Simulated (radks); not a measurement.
Results of a calculation; reference values are marked as such.
Ionisation of S+, [Ne] 3s2 3p3, to S2+, [Ne] 3s2 3p2, under several functionals. Scalar-relativistic Kohn-Sham, spin-polarised, spherical densities, finite nucleus; open shells are filled with parallel spins first; a radial shooting solver on a logarithmic mesh with Libxc functionals.

functional,E(S+) (hartree),Exc (hartree),IE (eV),-e(HOMO) (eV),<r> HOMO (bohr),IE error (eV)
revPBE,-398.80542,-25.35956,23.364,17.901,1.871,+0.026
SOGGA,-397.95601,-24.48384,23.245,17.793,1.873,-0.093
"LDA (Slater exchange, VWN5 correlation)",-397.47809,-23.98669,23.338,17.880,1.871,0.000
XLYP,-399.00830,-25.56487,23.094,17.603,1.873,-0.244
OLYP,-398.89564,-25.47432,23.315,17.816,1.862,-0.022

NIST Atomic Spectra Database: 23.338 eV (measured). Closest: LDA (Slater exchange, VWN5 correlation). The Delta-SCF values span 0.27 eV, the total energies 1.53 hartree. The highest occupied level is 3p. Open shells are spherical and high-spin; term and fine-structure splittings are not resolved.
